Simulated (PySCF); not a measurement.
**BeS: a base run and its variants**

Base input, run as `OMP_NUM_THREADS=1 python input.py` with PySCF 2.14:

```python
from pyscf import gto, scf, mp

mol = gto.M(
    atom='Be 0 0 0; S 0 0 1.809',
    basis='def2-svp',
    charge=0,
    spin=0,
    verbose=4,
)
mf = scf.RHF(mol)
mf.kernel()
mp.MP2(mf, frozen=5).kernel()
mf.dip_moment()
print('orbital energies (hartree):', mf.mo_energy[..., max(0, mol.nelec[1]-3):mol.nelec[0]+3].round(4))
```

Base result: E(SCF) = -411.975086 Eh, 9 cycles, E(MP2) − E(SCF) = -0.15649 Eh, μz(SCF) = -6.31 D. Stability towards an unrestricted solution was not tested. The bond length is a typed value, not an optimised one.

It ran on Arm Neoverse V1 (1 thread, shared host) in 0.86 s, peak memory 0.11 GiB.

Each row names what differs from the base; energies in brackets are changes from the base.

```tsv
change	result
length unit: angstrom → bohr [unsound on purpose]	E(SCF) = -410.798423 Eh (+32.0186 eV), 9 cycles, E(MP2) − E(SCF) = -0.13423 Eh, μz(SCF) = -1.89 D
geometry: bond 1.809 → bond 3.618 [stretched restricted solution, likely unstable]	E(SCF) = -411.840419 Eh (+3.6645 eV), 9 cycles, E(MP2) − E(SCF) = -0.11994 Eh, μz(SCF) = -1.48 D
basis set: def2-svp → tzvp-def2 [unsound on purpose]	stops with BasisNotFoundError (tzvp-def2)
step after the SCF: mp2 → ccsd(t)	E(SCF) = -411.975086 Eh (+0.0000 eV), 9 cycles, E(CCSD) − E(SCF) = -0.16914 Eh, (T) = -0.00959 Eh, μz(SCF) = -6.31 D
DIIS space: default → 12	E(SCF) = -411.975086 Eh (+0.0000 eV), 9 cycles, E(MP2) − E(SCF) = -0.15649 Eh, μz(SCF) = -6.31 D
functional: none (Hartree–Fock) → tpss; SCF type: RHF → RKS; step after the SCF: mp2 → analyze	E(SCF) = -412.781666 Eh, 10 cycles, μz(SCF) = -4.89 D
basis set: def2-svp → jorge-dzp-dkh; spin-free X2C: off → on	E(SCF) = -413.204057 Eh, 10 cycles, E(MP2) − E(SCF) = -0.18473 Eh, μz(SCF) = -6.38 D
geometry: bond 1.809 → bond 2.026	E(SCF) = -411.948948 Eh (+0.7112 eV), 10 cycles, E(MP2) − E(SCF) = -0.16281 Eh, μz(SCF) = -6.73 D
basis set: def2-svp → lanl2dz; core potential: off → on; frozen orbitals: 5 → 0	E(SCF) = -24.482587 Eh, 9 cycles, E(MP2) − E(SCF) = -0.07861 Eh, μz(SCF) = -6.73 D
spin-free X2C: off → on [basis contracted without relativity]	E(SCF) = -412.941919 Eh, 9 cycles, E(MP2) − E(SCF) = -0.15677 Eh, μz(SCF) = -6.29 D
smearing width (hartree): none → 0.05; step after the SCF: mp2 → none	E(SCF) = -411.910398 Eh (+1.7602 eV), 14 cycles, μz(SCF) = -5.02 D
cycle limit: 50 → 1 [unsound on purpose]	not converged: SCF after 1 cycles
step after the SCF: mp2 → tda; number of roots: default → 5	E(SCF) = -411.975086 Eh (+0.0000 eV), 9 cycles, μz(SCF) = -6.31 D, first singlet excitations without spin–orbit coupling 1.71, 1.71, 3.97, 4.54, 4.74 eV
functional: none (Hartree–Fock) → bp86; SCF type: RHF → RKS; step after the SCF: mp2 → analyze	E(SCF) = -412.788723 Eh, 10 cycles, μz(SCF) = -4.69 D
geometry: bond 1.809 → bond 0.1 [unsound on purpose]	E(SCF) = -216.196894 Eh, 12 cycles, E(MP2) − E(SCF) = -0.12115 Eh, μz(SCF) = 3.72 D
geometry: bond 1.809 → bond 10 [unsound on purpose] [stretched restricted solution, likely unstable]	E(SCF) = -411.835755 Eh (+3.7914 eV), 6 cycles, E(MP2) − E(SCF) = -0.11735 Eh, μz(SCF) = 0.01 D
step after the SCF: mp2 → stability	E(SCF) = -411.975086 Eh (+0.0000 eV), 9 cycles, μz(SCF) = -6.31 D, internal stable; real -> complex stable; RHF/RKS -> UHF/UKS stable
```
